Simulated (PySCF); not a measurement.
Isomers of C4H8F2O2Si.

All values: CAM-B3LYP/def2-SVPD (PySCF) at PBE0-D3(BJ)/def2-SVP geometries, gas phase, one conformer each. Core orbitals are frozen in the response; Δα² is half the sum of the squared differences of the principal polarisabilities.

(1) Rank by HOMO energy, lowest first.
A. `[F:1][CH:2]([F:3])[CH:4]1[CH2:5][O:6][SiH2:7][O:8][CH2:9]1` with F1–C2–C4–C5 63°, C2–C4–C5–O6 178°, C4–C5–O6–Si7 50°, C5–O6–Si7–O8 -39°, O6–Si7–O8–C9 39°
B. `[F:1][CH:2]([F:3])[O:4][C@H:5]1[CH2:6][CH2:7][SiH2:8][O:9]1` with F1–C2–O4–C5 -77°, C2–O4–C5–C6 177°, O4–C5–C6–C7 76°, C5–C6–C7–Si8 33°, C6–C7–Si8–O9 -15°, C7–Si8–O9–C5 -8°
C. `[F:1][CH:2]([F:3])[C@H:4]1[CH2:5][CH2:6][O:7][SiH2:8][O:9]1` with F1–C2–C4–C5 -65°, C2–C4–C5–C6 71°, C4–C5–C6–O7 55°, C5–C6–O7–Si8 -45°, C6–O7–Si8–O9 29°

(2) Rank by polarisability anisotropy Δα, highest first.
A. `[F:1][CH:2]([F:3])[O:4][C@H:5]1[CH2:6][CH2:7][SiH2:8][O:9]1` with F1–C2–O4–C5 -77°, C2–O4–C5–C6 177°, O4–C5–C6–C7 76°, C5–C6–C7–Si8 33°, C6–C7–Si8–O9 -15°, C7–Si8–O9–C5 -8°
B. `[F:1][CH:2]([F:3])[CH:4]1[CH2:5][O:6][SiH2:7][O:8][CH2:9]1` with F1–C2–C4–C5 63°, C2–C4–C5–O6 178°, C4–C5–O6–Si7 50°, C5–O6–Si7–O8 -39°, O6–Si7–O8–C9 39°
C. `[F:1][CH:2]([F:3])[C@H:4]1[CH2:5][CH2:6][O:7][SiH2:8][O:9]1` with F1–C2–C4–C5 -65°, C2–C4–C5–C6 71°, C4–C5–C6–O7 55°, C5–C6–O7–Si8 -45°, C6–O7–Si8–O9 29°
D. `[O:1]=[C:2]([O:3][SiH3:4])[CH:5]([CH2:6][F:7])[CH2:8][F:9]` with O1–C2–O3–Si4 -1°, O1–C2–C5–C6 7°, C2–C5–C6–F7 -175°, C2–C5–C8–F9 -59°

(3) Rank by dipole moment, highest first.
A. `[F:1][CH:2]([F:3])[O:4][C@H:5]1[CH2:6][CH2:7][SiH2:8][O:9]1` with F1–C2–O4–C5 -77°, C2–O4–C5–C6 177°, O4–C5–C6–C7 76°, C5–C6–C7–Si8 33°, C6–C7–Si8–O9 -15°, C7–Si8–O9–C5 -8°
B. `[O:1]=[C:2]([O:3][SiH3:4])[CH:5]([CH2:6][F:7])[CH2:8][F:9]` with O1–C2–O3–Si4 -1°, O1–C2–C5–C6 7°, C2–C5–C6–F7 -175°, C2–C5–C8–F9 -59°
C. `[F:1][CH:2]([F:3])[O:4][C@@H:5]1[CH2:6][CH2:7][O:8][SiH2:9]1` with F1–C2–O4–C5 -162°, C2–O4–C5–C6 -81°, O4–C5–C6–C7 -76°, C5–C6–C7–O8 -43°, C6–C7–O8–Si9 27°, C7–O8–Si9–C5 -3°
D. `[F:1][CH2:2][C@@H:3]1[O:4][SiH2:5][O:6][C@@H:7]1[CH2:8][F:9]` with F1–C2–C3–O4 64°, O6–C7–C8–F9 -179°, C2–C3–O4–Si5 -97°, C3–O4–Si5–O6 -14°, O4–Si5–O6–C7 -6°, Si5–O6–C7–C8 147°
E. `[F:1][CH:2]([F:3])[C@H:4]1[CH2:5][CH2:6][O:7][SiH2:8][O:9]1` with F1–C2–C4–C5 -65°, C2–C4–C5–C6 71°, C4–C5–C6–O7 55°, C5–C6–O7–Si8 -45°, C6–O7–Si8–O9 29°
F. `[F:1][CH:2]([F:3])[CH:4]1[CH2:5][O:6][SiH2:7][O:8][CH2:9]1` with F1–C2–C4–C5 63°, C2–C4–C5–O6 178°, C4–C5–O6–Si7 50°, C5–O6–Si7–O8 -39°, O6–Si7–O8–C9 39°

Results:

(1) B (-10.15 eV), A (-9.73 eV), C (-9.43 eV).

(2) D (3.10 Å³), B (2.67 Å³), A (2.05 Å³), C (1.78 Å³).

(3) A (3.17 D), C (2.95 D), B (2.63 D), E (1.47 D), F (1.25 D), D (0.72 D).

All values together:

```csv
SMILES,μ (D),HOMO (eV),LUMO (eV),α (Å³),Δα (Å³),ΔSCF removal energy (eV)
FC[C@@H]1O[SiH2]O[C@H]1CF,0.62,-9.81,0.94,11.34,2.24,10.57
O=C(O[SiH3])C(CF)CF,2.63,-10.14,0.56,12.02,3.10,10.92
FC(F)O[C@@H]1CCO[SiH2]1,2.95,-9.49,0.97,11.84,2.06,10.29
FC[C@@H]1O[SiH2]O[C@@H]1CF,0.72,-9.74,0.98,11.32,2.12,10.50
FC(F)C1CO[SiH2]OC1,1.25,-9.73,1.08,11.38,2.67,10.53
FC(F)[C@H]1CCO[SiH2]O1,1.47,-9.43,1.06,11.30,1.78,10.24
FC(F)O[C@H]1CC[SiH2]O1,3.17,-10.15,0.92,11.77,2.05,10.93
```

Conformers: `[F:1][CH2:2][C@@H:3]1[O:4][SiH2:5][O:6][C@H:7]1[CH2:8][F:9]` with F1–C2–C3–O4 67°, O6–C7–C8–F9 -177°, C2–C3–O4–Si5 -96°, C3–O4–Si5–O6 -16°, O4–Si5–O6–C7 -1°, Si5–O6–C7–C8 -106°; `[O:1]=[C:2]([O:3][SiH3:4])[CH:5]([CH2:6][F:7])[CH2:8][F:9]` with O1–C2–O3–Si4 -1°, O1–C2–C5–C6 7°, C2–C5–C6–F7 -175°, C2–C5–C8–F9 -59°; `[F:1][CH:2]([F:3])[O:4][C@@H:5]1[CH2:6][CH2:7][O:8][SiH2:9]1` with F1–C2–O4–C5 -162°, C2–O4–C5–C6 -81°, O4–C5–C6–C7 -76°, C5–C6–C7–O8 -43°, C6–C7–O8–Si9 27°, C7–O8–Si9–C5 -3°; `[F:1][CH2:2][C@@H:3]1[O:4][SiH2:5][O:6][C@@H:7]1[CH2:8][F:9]` with F1–C2–C3–O4 64°, O6–C7–C8–F9 -179°, C2–C3–O4–Si5 -97°, C3–O4–Si5–O6 -14°, O4–Si5–O6–C7 -6°, Si5–O6–C7–C8 147°; `[F:1][CH:2]([F:3])[CH:4]1[CH2:5][O:6][SiH2:7][O:8][CH2:9]1` with F1–C2–C4–C5 63°, C2–C4–C5–O6 178°, C4–C5–O6–Si7 50°, C5–O6–Si7–O8 -39°, O6–Si7–O8–C9 39°; `[F:1][CH:2]([F:3])[C@H:4]1[CH2:5][CH2:6][O:7][SiH2:8][O:9]1` with F1–C2–C4–C5 -65°, C2–C4–C5–C6 71°, C4–C5–C6–O7 55°, C5–C6–O7–Si8 -45°, C6–O7–Si8–O9 29°; `[F:1][CH:2]([F:3])[O:4][C@H:5]1[CH2:6][CH2:7][SiH2:8][O:9]1` with F1–C2–O4–C5 -77°, C2–O4–C5–C6 177°, O4–C5–C6–C7 76°, C5–C6–C7–Si8 33°, C6–C7–Si8–O9 -15°, C7–Si8–O9–C5 -8°.

By how much does the ΔSCF value exceed −ε(HOMO) over the species that have both?

By 0.76 to 0.81 eV, 0.78 eV on average, over 7 species.
